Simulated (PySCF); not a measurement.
Q: What does the PBE0-D3(BJ)/def2-SVP structure of `C[O+]1[AlH2-][O+](C)[AlH-]1[CH3]` look like in three dimensions?

A: 
```
atom  x, y, z in Å
C1    -1.7520    2.0735   -0.2110
O2    -0.7202    1.1393    0.0130
Al3    0.9743    1.4174    0.7341
O4     1.2726   -0.2157   -0.1100
C5     2.3081   -1.1476    0.1074
Al6   -0.4293   -0.5042   -0.8345
C7    -1.2656   -2.0395    0.0402
H8    -2.2478    1.8714   -1.1736
H9    -2.5034    2.0205    0.5929
H10   -1.3433    3.0959   -0.2485
H11    1.0731    1.2083    2.3099
H12    1.6448    2.6723    0.0204
H13    3.1168   -1.0061   -0.6269
H14    1.9229   -2.1751    0.0151
H15    2.7235   -1.0308    1.1212
H16   -0.5137   -0.2792   -2.4100
H17   -0.7949   -2.9926   -0.2577
H18   -2.3344   -2.1295   -0.2175
H19   -1.1956   -1.9696    1.1387
```

Orientation and origin are arbitrary. Atoms count from 1 in this order. Al6 (aluminium bonded to C, 2 O and H) has angles from 80.3° to 122.0°. Al3 (aluminium bonded to 2 O and 2 H) has angles from 80.8° to 121.4°. O2 (oxygen bonded to 2 Al and C) is almost planar (angles 128.9°, 128.6° and 99.5°, sum 357.0°, 0.16 Å off the plane of its three neighbours). The 4-membered ring O2–Al3–O4–Al6 has internal angles of 80.3° to 99.5° (sum 360°, against 360° for a flat polygon); it is planar, 0.00 Å rms from its mean plane, widest ring torsion 0°.

Bonds between heavy atoms (Å): C1–O2 1.410, O2–Al3 1.862, Al3–O4 1.862, O4–C5 1.410, O4–Al6 1.872, Al6–C7 1.955, O2–Al6 1.872.

Computed, not measured: PBE0-D3(BJ)/def2-SVP geometry optimisation, gas phase in PySCF 2.14.0.

Point group: C1 (no symmetry element, even within 0.4 Å). PBE0-D3(BJ)/def2-SVP frequencies: not computed here.

Hardware: Arm Neoverse N1, one thread, shared host. Cost: 7.7 min wall, 0.70 GiB resident at most. These figures are those of the optimisation.
